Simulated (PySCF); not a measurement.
Electron correlation in Sc⁺ (scandium, charge +1)

[Ar] 4s1 4p1, 4s spin antiparallel (an excited configuration). Calculation: PySCF 2.14, in aug-cc-pVTZ (8s7p5d3f2g, 93 functions); the non-relativistic Hamiltonian (point nucleus). Frozen: [Ar]; 2 electrons correlated.

Total MP2 correlation energy: -24.29 mhartree.

Same-spin part 0.00 and opposite-spin part -24.29 mhartree; SCS-MP2 scales them by 1/3 and 6/5 to -29.14 mhartree.
